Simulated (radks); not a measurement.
Q: All-electron atom: Eu3+ in [Xe] 4f6. Calculated with a radial shooting solver on a logarithmic mesh with Libxc functionals: scalar-relativistic Kohn-Sham, BLYP, spin-polarised, spherical densities, finite nucleus; open shells are filled with parallel spins first (spin-orbit coupling, left out, can overturn this in heavy ions); Fermi nuclear charge, rms radius 5.1115 fm. Some entries of the table are withheld. Estimate them.

| orbital | occ. | eigenvalue (hartree) | <1/r> (bohr^-1) |
|---|---|---|---|
| 1s down | 1 | -1778.630 | 70.22 |
| 1s up | 1 | -1778.630 | 70.22 |
| 2s up | 1 | -293.0337 | 16.27 |
| 2s down | 1 | -293.0322 | 16.27 |
| 2p up | 3 | -261.2406 | 15.23 |
| 2p down | 3 | -261.2396 | 15.23 |
| 3s up | 1 | -65.41581 | 5.960 |
| 3s down | 1 | -65.33731 | 5.965 |
| 3p up | 3 | -55.52006 | 5.611 |
| 3p down | 3 | -55.44201 | 5.616 |
| 3d up | 5 | -42.26988 | 5.325 |
| 3d down | 5 | -42.20971 | 5.330 |
| 4s up | 1 | -13.97629 | 2.510 |
| 4s down | 1 | -13.78483 | 2.510 |
| 4p up | 3 | -10.71577 | 2.310 |
| 4p down | 3 | -10.52598 | 2.309 |
| 4d up | 5 | (1) | 2.033 |
| 4d down | 5 | (2) | 2.030 |
| 5s up | 1 | -2.70835 | 0.9889 |
| 5s down | 1 | -2.61313 | 0.9719 |
| 5p up | 3 | -1.89256 | 0.8453 |
| 5p down | 3 | -1.82140 | 0.8265 |
| 4f up | 6 | -1.26905 | 1.496 |
| 4f down | 0 | -1.10509 | 1.459 |

A: 
(1) 4d up eigenvalue (hartree): -6.17071
(2) 4d down eigenvalue (hartree): -5.98418
